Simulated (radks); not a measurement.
Values are calculated unless marked as measured or tabulated.
Ionisation of neutral lithium, [He] 2s1, to [He] as the strength of local exchange is varied. Code: a radial shooting solver on a logarithmic mesh with Libxc functionals. Model: Dirac Kohn-Sham, Slater X-alpha exchange (alpha = 2/3 is LDA exchange), no correlation, spin-unpolarised, spherical densities, finite nucleus; Fermi nuclear charge, rms radius 2.444 fm.

\begin{tabular}{lrrrrr}
alpha & E(Li) (hartree) & exchange (hartree) & IE (eV) & -e of the level emptied (eV) & <r> of it (bohr) \\ \hline
0.603 & -7.03504 & -1.32381 & 4.291 & 1.928 (2s1/2) & 4.250 \\
0.667 & -7.17640 & -1.48226 & 4.525 & 2.152 (2s1/2) & 4.125 \\
0.721 & -7.29702 & -1.61862 & 4.728 & 2.350 (2s1/2) & 4.025 \\
0.765 & -7.39621 & -1.73154 & 4.896 & 2.516 (2s1/2) & 3.948 \\
0.807 & -7.49164 & -1.84083 & 5.060 & 2.680 (2s1/2) & 3.877 \\
0.837 & -7.56026 & -1.91980 & 5.179 & 2.799 (2s1/2) & 3.828 \\
0.937 & -7.79173 & -2.18848 & 5.587 & 3.215 (2s1/2) & 3.675 \\
\end{tabular}

NIST Atomic Spectra Database: 5.392 eV (measured). The Delta-SCF value meets it near alpha = 0.89. Spin polarisation and multiplet splitting are left out, so open shells lie too high by an amount that depends on their filling.

Beside tabulated values, note that spin-unpolarised runs miss the spin-polarisation part of the exchange energy of open shells.
